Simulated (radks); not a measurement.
Task: The mean radii <r> (bohr) of the occupied orbitals of an atom or ion are listed with their occupations. All-electron calculation, Dirac Kohn-Sham, BLYP, spin-unpolarised, spherical densities, finite nucleus; Fermi nuclear charge, rms radius of each element as measured or else 0.836 A^(1/3) + 0.57 fm. Program: a radial shooting solver on a logarithmic mesh with Libxc functionals.

orbital  occ.      <r>
1s1/2       2  0.02191
2s1/2       2  0.09275
2p1/2       2  0.07745
2p3/2       4  0.08429
3s1/2       2   0.2440
3p1/2       2   0.2336
3p3/2       4   0.2467
3d3/2       4   0.2187
3d5/2       6   0.2228
4s1/2       2   0.5529
4p1/2       2   0.5649
4p3/2       4   0.5945
4d3/2       4   0.6304
4d5/2       6   0.6408
5s1/2       2    1.324
5p1/2       2    1.473
5p3/2       4    1.560
4f5/2       6   0.8485
4f7/2       1   0.8597

Name the element and its charge. Open shells, if any, fill j = l - 1/2 first.

Result: Z = 64, gadolinium, charge +3: Gd3+ in [Xe] 4f7. The 1s radius gives Z: for a bare nucleus <r> = (2 gamma + 1)/(2Z) with gamma = sqrt(1 - (Z/c)^2), 0.02163 bohr for Z = 64, and screening makes it slightly larger (0.02191 here). The occupations add up to 61, and the charge is Z minus that.
